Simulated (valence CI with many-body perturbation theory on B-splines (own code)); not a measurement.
E1 line list for Br28+

Level of theory: valence CI with perturbative core correlation (CI+MBPT): five valence electrons over a frozen Dirac-Fock core [He], a basis of 11 s, 11 p, 10 d, 8 f, 5 g, 2 h functions for each j, with the one-electron correlation potential Σ1, the two-electron term Σ2, the three-electron term Σ3, Breit, model QED; selected CI, second order for the rest, scaled by the run's own slope (own B-spline code, finite nucleus).

No measured spectrum was set against this ion. As an estimate, large intervals hold to a few tenths of a per cent, small ones and those within an open d or f shell to about a per cent. Among the levels kept, up to 5300 cm⁻¹ of a level comes from second order outside the variational space, and about a tenth of that is noise between levels of different J, which matters for small intervals.

Lines 51 to 100 of 600 in falling wavelength, among levels below 2151.8 eV, chosen from the strongest by gf and those to the six lowest levels. Wavelengths and rates use the calculated energies. Electric multipoles are in the length gauge, E1 and E2 with the static RPA response of the core. Weak lines are less certain than strong ones. Lines between different terms over intervals too small for the method are left out, as are lines whose strength nearly cancels. The highest levels of a list are the least certain.

Levels are named by their leading jj configuration (3d3/2^4 stands for four electrons in 3d with j = 3/2), which in mixed levels can hold well under half, so a name can repeat and another be missing. Letters in brackets count levels of one name in rising energy.

```
λ vac (nm)                               Upper                               Lower   A (s⁻¹)  S (a.u.)
     26.68            (2s 2p3/2^3 3d5/2) J=5/2        (2s 2p3/2^3 3p3/2) J=3/2 [a]  1.46e+09  8.20e-02
     26.63  (2s 2p1/2 2p3/2^2 3d3/2) J=7/2 [b]  (2s 2p1/2 2p3/2^2 3p1/2) J=5/2 [b]  1.36e+09  1.02e-01
     26.60  (2s 2p1/2^2 2p3/2 3p3/2) J=5/2 [a]     (2s 2p1/2^2 2p3/2 3s) J=3/2 [a]  3.45e+09  1.92e-01
     26.51  (2s 2p1/2 2p3/2^2 3d5/2) J=7/2 [e]  (2s 2p1/2 2p3/2^2 3p3/2) J=5/2 [e]  4.61e+09  3.39e-01
     26.42      (2s^2 2p1/2 2p3/2 3d5/2) J=9/2      (2s^2 2p1/2 2p3/2 3p3/2) J=7/2  4.64e+09  4.22e-01
     26.39  (2s^2 2p1/2 2p3/2 3d5/2) J=7/2 [a]  (2s^2 2p1/2 2p3/2 3p3/2) J=5/2 [a]  4.02e+09  2.92e-01
     26.23  (2s 2p1/2 2p3/2^2 3d5/2) J=5/2 [e]  (2s 2p1/2 2p3/2^2 3p3/2) J=3/2 [d]  2.57e+09  1.37e-01
     26.19  (2s 2p1/2 2p3/2^2 3p1/2) J=5/2 [a]     (2s 2p1/2^2 2p3/2 3s) J=3/2 [b]  2.98e+09  1.59e-01
     26.15          (2s^2 2p3/2^2 3d5/2) J=9/2          (2s^2 2p3/2^2 3p3/2) J=7/2  4.75e+09  4.19e-01
     26.14  (2s 2p1/2 2p3/2^2 3d5/2) J=7/2 [b]  (2s 2p1/2 2p3/2^2 3p3/2) J=5/2 [b]  3.05e+09  2.15e-01
     26.13  (2s 2p1/2 2p3/2^2 3p3/2) J=3/2 [b]     (2s 2p1/2 2p3/2^2 3s) J=5/2 [b]  4.54e+09  1.60e-01
     26.10  (2s 2p1/2^2 2p3/2 3d5/2) J=5/2 [a]  (2s 2p1/2^2 2p3/2 3p3/2) J=5/2 [a]  1.44e+09  7.60e-02
     26.09          (2s^2 2p3/2^2 3p3/2) J=5/2             (2s^2 2p3/2^2 3s) J=3/2  3.47e+09  1.82e-01
     25.94      (2s 2p1/2 2p3/2^2 3d3/2) J=9/2  (2s 2p1/2 2p3/2^2 3p3/2) J=7/2 [b]  3.67e+09  3.16e-01
     25.90          (2s^2 2p3/2^2 3p1/2) J=5/2             (2s^2 2p3/2^2 3s) J=5/2  3.62e+09  1.86e-01
     25.86  (2s 2p1/2^2 2p3/2 3p3/2) J=1/2 [a]     (2s 2p1/2^2 2p3/2 3s) J=3/2 [a]  4.77e+09  8.15e-02
     25.79      (2s^2 2p3/2^2 3d5/2) J=5/2 [b]      (2s^2 2p3/2^2 3p3/2) J=3/2 [b]  4.24e+09  2.15e-01
     25.69        (2s 2p3/2^3 3p3/2) J=5/2 [b]           (2s 2p3/2^3 3s) J=3/2 [b]  2.92e+09  1.47e-01
     25.62  (2s 2p1/2 2p3/2^2 3d5/2) J=5/2 [b]  (2s 2p1/2 2p3/2^2 3p3/2) J=5/2 [b]  2.41e+09  1.20e-01
     25.59            (2s 2p3/2^3 3d3/2) J=5/2        (2s 2p3/2^3 3p3/2) J=3/2 [a]  1.80e+09  8.95e-02
     25.55  (2s^2 2p1/2 2p3/2 3d5/2) J=5/2 [a]  (2s^2 2p1/2 2p3/2 3p3/2) J=3/2 [a]  3.65e+09  1.80e-01
     25.54  (2s 2p1/2 2p3/2^2 3d5/2) J=5/2 [f]  (2s 2p1/2 2p3/2^2 3p3/2) J=3/2 [e]  3.49e+09  1.72e-01
     25.48          (2s^2 2p1/2^2 3d5/2) J=5/2          (2s^2 2p1/2^2 3p3/2) J=3/2  5.13e+09  2.51e-01
     25.44          (2s^2 2p3/2^2 3p3/2) J=1/2             (2s^2 2p3/2^2 3s) J=3/2  5.13e+09  8.34e-02
     25.39  (2s 2p1/2 2p3/2^2 3d5/2) J=3/2 [c]  (2s 2p1/2 2p3/2^2 3p3/2) J=1/2 [b]  3.30e+09  1.07e-01
     25.36  (2s 2p1/2 2p3/2^2 3d5/2) J=3/2 [a]  (2s 2p1/2 2p3/2^2 3p3/2) J=3/2 [a]  2.66e+09  8.55e-02
     25.35  (2s 2p1/2 2p3/2^2 3d5/2) J=5/2 [d]  (2s 2p1/2 2p3/2^2 3p3/2) J=3/2 [c]  2.72e+09  1.31e-01
     25.31      (2s 2p1/2^2 2p3/2 3d5/2) J=7/2  (2s 2p1/2 2p3/2^2 3p1/2) J=5/2 [a]  3.44e+09  2.20e-01
     25.10  (2s^2 2p1/2 2p3/2 3d5/2) J=7/2 [b]  (2s^2 2p1/2 2p3/2 3p3/2) J=5/2 [b]  4.72e+09  2.94e-01
     25.08  (2s 2p1/2 2p3/2^2 3p3/2) J=1/2 [a]     (2s 2p1/2 2p3/2^2 3s) J=3/2 [a]  4.76e+09  7.41e-02
     25.06  (2s 2p1/2 2p3/2^2 3d3/2) J=5/2 [b]  (2s 2p1/2 2p3/2^2 3p1/2) J=5/2 [b]  2.80e+09  1.31e-01
     24.90        (2s 2p3/2^3 3p3/2) J=3/2 [a]           (2s 2p3/2^3 3s) J=3/2 [a]  4.42e+09  1.35e-01
     24.86            (2s 2p3/2^3 3d5/2) J=7/2            (2s 2p3/2^3 3p3/2) J=7/2  1.21e+09  7.33e-02
     24.79  (2s 2p1/2 2p3/2^2 3p3/2) J=7/2 [c]     (2s 2p1/2 2p3/2^2 3s) J=5/2 [c]  6.92e+09  4.16e-01
     24.74  (2s 2p1/2 2p3/2^2 3p3/2) J=3/2 [d]     (2s 2p1/2 2p3/2^2 3s) J=1/2 [b]  3.84e+09  1.15e-01
     24.68  (2s 2p1/2 2p3/2^2 3d5/2) J=5/2 [g]  (2s 2p1/2 2p3/2^2 3p3/2) J=3/2 [f]  4.84e+09  2.15e-01
     24.64  (2s 2p1/2 2p3/2^2 3d3/2) J=7/2 [a]  (2s 2p1/2 2p3/2^2 3p3/2) J=5/2 [a]  2.71e+09  1.60e-01
     24.48  (2s 2p1/2 2p3/2^2 3d3/2) J=5/2 [a]  (2s 2p1/2^2 2p3/2 3p3/2) J=3/2 [b]  1.98e+09  8.60e-02
     24.29          (2s^2 2p3/2^2 3p3/2) J=5/2             (2s^2 2p3/2^2 3s) J=5/2  2.35e+09  9.97e-02
     24.24  (2s 2p1/2 2p3/2^2 3d3/2) J=7/2 [c]  (2s 2p1/2 2p3/2^2 3p3/2) J=5/2 [c]  2.12e+09  1.19e-01
     24.21  (2s 2p1/2^2 2p3/2 3d5/2) J=5/2 [a]  (2s 2p1/2^2 2p3/2 3p3/2) J=3/2 [a]  4.29e+09  1.80e-01
     24.18        (2s 2p3/2^3 3p3/2) J=3/2 [b]               (2s 2p3/2^3 3s) J=1/2  3.06e+09  8.55e-02
     24.17  (2s^2 2p1/2 2p3/2 3p1/2) J=3/2 [b]         (2s^2 2p1/2 2p3/2 3s) J=5/2  5.83e+09  1.63e-01
     24.10  (2s 2p1/2 2p3/2^2 3d3/2) J=5/2 [a]  (2s 2p1/2^2 2p3/2 3p3/2) J=5/2 [b]  1.69e+09  7.01e-02
     24.08  (2s^2 2p1/2 2p3/2 3d5/2) J=3/2 [a]  (2s^2 2p1/2 2p3/2 3p3/2) J=1/2 [a]  3.72e+09  1.02e-01
     24.08  (2s 2p1/2 2p3/2^2 3d5/2) J=7/2 [c]  (2s 2p1/2 2p3/2^2 3p1/2) J=5/2 [c]  2.57e+09  1.42e-01
     23.98            (2s 2p3/2^3 3p3/2) J=7/2               (2s 2p3/2^3 3s) J=5/2  7.91e+09  4.31e-01
     23.88  (2s 2p1/2 2p3/2^2 3p3/2) J=7/2 [a]     (2s 2p1/2 2p3/2^2 3s) J=5/2 [a]  6.15e+09  3.31e-01
     23.76  (2s 2p1/2 2p3/2^2 3d3/2) J=3/2 [b]  (2s 2p1/2 2p3/2^2 3p1/2) J=5/2 [b]  4.42e+09  1.17e-01
     23.72  (2s^2 2p1/2 2p3/2 3d3/2) J=5/2 [b]  (2s^2 2p1/2 2p3/2 3p1/2) J=3/2 [b]  2.30e+09  9.08e-02
```
